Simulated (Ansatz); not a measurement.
Relaxation of BClFH4N (8 atoms, charge 0, multiplicity 1), to a largest force component of 0.03 eV/Å in at most 50 steps.

Level of theory: Ansatz 0.2.0, RKS PBE0-D4/6-31G*.

```xyz
8
Properties=species:S:1:pos:R:3
B 0.227 -0.591 -0.275
H -0.177 0.387 1.882
Cl 1.629 0.396 -0.685
F -0.984 -0.156 -0.581
N 0.410 -1.902 0.352
H -0.374 -2.516 0.511
H 1.323 -2.311 0.481
H 0.002 -0.299 1.912
```

Problem. Where does it end, and by what steps?

Solution. The run converged. The force dipped under the threshold on the way, but the program's further checks kept it going. After 19 steps the energy has fallen by 0.328 eV; H2 moved furthest, 1.08 Å.

| step | energy less start (eV) | largest force component (eV/Å) | accepted |
| --- | --- | --- | --- |
| 0 | 0.0000 | 2.420 | yes |
| 1 | -0.2096 | 0.985 | yes |
| 2 | -0.2883 | 0.397 | yes |
| 3 | -0.3113 | 0.149 | yes |
| 4 | -0.3159 | 0.117 | yes |
| 5 | -0.3084 | 0.510 | no |
| 6 | -0.3170 | 0.026 | yes |
| 7 | -0.3180 | 0.022 | yes |
| 8 | -0.3162 | 0.458 | no |
| 9 | -0.3191 | 0.126 | yes |
| 10 | -0.3193 | 0.252 | yes |
| 11 | -0.3202 | 0.229 | yes |
| 12 | -0.3233 | 0.011 | yes |
| 13 | -0.3248 | 0.129 | yes |
| 14 | -0.3258 | 0.104 | yes |
| 15 | -0.3267 | 0.097 | yes |
| 16 | -0.3273 | 0.073 | yes |
| 17 | -0.3275 | 0.090 | yes |
| 18 | -0.3279 | 0.078 | yes |
| 19 | -0.3282 | 0.025 | yes |

```xyz
8
Properties=species:S:1:pos:R:3
B 0.260 -0.776 -0.695
H -0.095 0.398 2.958
Cl 1.649 0.276 -1.014
F -0.878 -0.537 -1.340
N 0.362 -1.827 0.211
H -0.416 -2.440 0.404
H 1.209 -2.042 0.712
H -0.034 -0.044 2.361
```

The run took 63 s on 1 thread of Arm Neoverse V2, with other jobs on the host, peak memory 0.16 GiB.
